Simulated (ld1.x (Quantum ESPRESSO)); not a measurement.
## Varying the ultrasoft potential for Mo

Base potential:

| Property | Result |
| --- | --- |
| Element | molybdenum (Mo) |
| Generator | ld1.x (Quantum ESPRESSO) 7.5 |
| Type | ultrasoft |
| Functional | PBE |
| Relativity | scalar-relativistic |
| Frozen core | [Ar] 3d10 |
| Valence charge | 14 |
| Reference configuration | 4s2 4p6 4d5 5s0.5 5p0 (charge +0.5) |
| Partial waves | 4s (bound): rcut 1.70, rcutus 2.00 bohr; 5s (bound): rcut 1.70, rcutus 2.00 bohr; 4p (bound): rcut 1.70, rcutus 2.15 bohr; 5p (bound, empty): rcut 1.70, rcutus 2.15 bohr; 4d (bound): rcut 1.45, rcutus 1.70 bohr; 4d channel at 0.9 Ry: rcut 1.45, rcutus 1.70 bohr; 4f channel at 0.05 Ry: rcut 1.80, rcutus 2.00 bohr; 4f channel at 0.95 Ry: rcut 1.80, rcutus 2.00 bohr |
| Local potential | all-electron potential smoothed inside 2.10 bohr (lloc = -1) |
| Core correction | none |
| Augmentation charge | PSQ, inside the norm-conserving radii |

Cutoffs, loose and tight: the cutoffs (Ry, on a coarse ladder) from which the occupation-weighted sum of valence levels, in a spherical-Bessel basis at the reference potential, stays within 10 and 1 mRy of its value at 400 Ry. They do not see the model core or the augmentation charge, which bear on the density cutoff. Test errors are all-electron minus pseudo excitation energies from the reference, over the configurations 4s2 4p6 4d5 5s1 5p0; 4s2 4p6 4d5 5s0 5p0; 4s2 4p6 4d4 5s0 5p0; 4s2 4p6 4d5.5 5s0.5 5p0; 4s2 4p6 4d4 5s2 5p0; 4s2 4p6 4d3 5s0 5p0; 4s2 4p6 4d2 5s0 5p0. A dash means not determined; rows that change the core or the reference have their own tests. The largest error is taken over the tests solved by every variant that gives reliable tests at all: 4s2 4p6 4d4 5s0 5p0; 4s2 4p6 4d5 5s0 5p0; 4s2 4p6 4d5 5s1 5p0; 4s2 4p6 4d5.5 5s0.5 5p0.

Cutoffs are not given where the Bessel-basis levels miss the radial ones by over 6 mRy, ghosts where they miss by over 20 mRy; a channel whose overlap is not positive is not tested.

A file whose overlap is not positive is unfit for use, and its test errors describe a broken file.

```tsv
change	outcome	cutoff, loose	cutoff, tight	bound ghosts	largest test error (meV)
base	generated, overlap not positive	–	–	not determined (overlap not positive)	-6.3
waves 4s (bound): rcut 1.70, rcutus 2.26 bohr; 5s (bound): rcut 1.70, rcutus 2.26 bohr	generated, overlap not positive	–	–	not determined (overlap not positive)	-1.3
all radii scaled by about 1.04 (s 2.08, p 2.24, d 1.78, f 2.08 bohr, rcut 1.78/1.78/1.52/1.88); local potential all-electron potential smoothed inside 2.18 bohr (lloc = -1)	generated, overlap not positive	–	–	not determined (overlap not positive)	-1.6
waves 4d (bound): rcut 1.45, rcutus 1.58 bohr; 4d channel at 0.9 Ry: rcut 1.45, rcutus 1.58 bohr	generated, overlap not positive	–	–	not determined (overlap not positive)	-9.8
wave 4d channel at 0.9 Ry: rcut 1.45, rcutus 1.70 bohr becomes 4d channel at -0.38 Ry: rcut 1.45, rcutus 1.70 bohr	generated, overlap not positive	–	–	not determined (overlap not positive)	-6.2
core correction a·sin(br)/r model core inside 1.22 bohr	generated, overlap not positive	–	–	not determined (overlap not positive)	-8.5
```

Task: What comes out with this change to the base: waves 4p (bound): rcut 1.44, rcutus 1.52 bohr; 5p (bound): rcut 1.44, rcutus 1.52 bohr?

Result: outcome: failed: chargeps: negative rho. Cause: the spherical valence density built from the smooth waves and the augmentation charge turned negative at some radius.

Task: What comes out with this change to the base: type RRKJ; waves now 4p (bound): rc 2.15 bohr; 4d (bound): rc 1.70 bohr; 4f channel at 0.05 Ry: rc 2.00 bohr; 4s (bound): rc 2.00 bohr; local potential the s channel?

Result: outcome: generated, misses its reference levels by 2.13 eV; cutoff, loose: 40 Ry; cutoff, tight: 50 Ry; bound ghosts: none; largest test error (meV): -1645.

Task: What comes out with this change to the base: local potential all-electron potential smoothed inside 1.96 bohr (lloc = -1)?

Result: outcome: failed: compute_chi: n is too large. Cause: near the origin the numerical χ = (ε − T − V_loc)φ did not join its small-r series within 0.05 bohr.
